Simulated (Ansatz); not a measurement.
Mg₂F₂⁺ (the lowest doublet isomer of a short search) was relaxed with r2SCAN-D4 (def2-TZVP) in Ansatz in these states: charge +1 doublet, charge +1 quartet. The geometries follow in no particular order.

A:

```xyz
4

Mg   -0.187    0.240    1.393
Mg    0.187   -0.240   -1.393
F     1.219    0.209    0.127
F    -1.219   -0.209   -0.127
```

B:

| atom | x (Å) | y (Å) | z (Å) |
| --- | --- | --- | --- |
| Mg1 | -1.782 | 0.380 | 0.467 |
| Mg2 | 1.782 | -0.380 | -0.467 |
| F3 | -0.025 | -0.795 | 0.553 |
| F4 | 0.025 | 0.795 | -0.553 |

Problem. Judge from the bond lengths which geometry belongs to which state (an estimate).

Solution. A is the charge +1 doublet (Mg1–Mg2 2.851 Å, Mg2–F3 1.891 Å, Mg2–F4 1.891 Å); B is the charge +1 quartet (Mg1–Mg2 3.762 Å, Mg2–F3 2.116 Å, Mg2–F4 2.116 Å).

In the quartet, F3 and F4 lie 1.94 Å apart (atoms count from 1), so these atoms are partly bonded to each other.
